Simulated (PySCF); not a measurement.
C₃H₄FNSi, SMILES [Si@H]1(F)C=CC=N1.

Geometry optimised at ωB97X-D3(BJ)/def2-SVP. The structure was generated by enumeration; whether it is a known compound was not checked.

Two levels are set side by side: TDA-PBE/def2-SVPD (PySCF) and TDA-ωB97X/def2-SVPD (PySCF). Vertical, same geometry. The lowest singlet is HOMO→LUMO 100 % with PBE and HOMO→LUMO 93 % with the other functional; states are paired by order. Differences are taken from unrounded values.

| quantity | TDA-ωB97X |
|---|---|
| lowest singlet excitation (eV) | 3.81 |
| lowest triplet excitation (TDA) (eV) | 3.16 |

### Question
What does TDA-PBE give, and how far is it from TDA-ωB97X? (The exact figures need the calculation; the answer reports its results.)

### Answer

```
quantity                              TDA-PBE  TDA-PBE minus TDA-ωB97X
------------------------------------  -------  -----------------------
lowest singlet excitation (eV)           3.05                    -0.77
lowest triplet excitation (TDA) (eV)     2.60                    -0.56
```

Functionals without exact exchange tend to place singlet excitations lower, as here. Differences between two approximate levels are no errors against the true value.

Rough cost on one machine, each run with all the roots and properties that it gave: TDA-ωB97X against TDA-PBE about 3 times.
